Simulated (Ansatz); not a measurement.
Cl3H3HfOSi, SMILES [Cl][Hf]([Cl])([Cl])[O][SiH3] (connectivity only; charge and spin as stated), charge -1, multiplicity 2. Atoms are numbered in the order given.

```xyz
9

Hf     0.0291     0.2487     0.4474
Cl     1.8711     1.2634     1.7247
Cl    -0.2444    -1.6726     1.9413
Cl    -0.9241     2.3791    -0.2952
O     -0.4329    -0.7412    -1.2076
Si    -0.6667    -1.5427    -2.6142
H     -2.1101    -1.9004    -2.8049
H      0.1216    -2.8183    -2.6590
H     -0.2486    -0.7175    -3.7951
```
Charge -1, spin multiplicity 2.

Geometry optimised at PBE0-D3(BJ)/def2-SVPD. The spin state was assumed, not searched. The isomer is the one that the SMILES or the coordinates give; other isomers of the formula were not compared. The def2 effective core potentials stand for the cores of Hf; spin–orbit coupling is left out. The values are those of a single conformer.

Two levels are set side by side: PBE-D3(BJ)/def2-SVPD (Ansatz, a first-principles code) and PBE0-D3(BJ)/def2-SVPD (Ansatz). Each level has its own optimised geometry; the coordinates shown are those of the second. Differences are taken from unrounded values.

| quantity | PBE0-D3(BJ) | PBE-D3(BJ) | PBE-D3(BJ) minus PBE0-D3(BJ) |
|---|---|---|---|
| mean bond length (Å) | 1.935 | 1.944 | 0.009 |
| bond Hf1–Cl2 (Å) | 2.461 | 2.466 | 0.005 |
| bond Hf1–Cl3 (Å) | 2.449 | 2.455 | 0.006 |
| bond Hf1–Cl4 (Å) | 2.449 | 2.455 | 0.006 |
| bond Hf1–O5 (Å) | 1.983 | 1.992 | 0.009 |
| bond O5–Si6 (Å) | 1.636 | 1.653 | 0.018 |
| bond Si6–H7 (Å) | 1.499 | 1.510 | 0.010 |
| bond Si6–H8 (Å) | 1.500 | 1.510 | 0.010 |
| bond Si6–H9 (Å) | 1.500 | 1.510 | 0.010 |

GGA bonds tend to be longer and softer than those of functionals with exact exchange. Differences between two approximate levels are no errors against the true value.
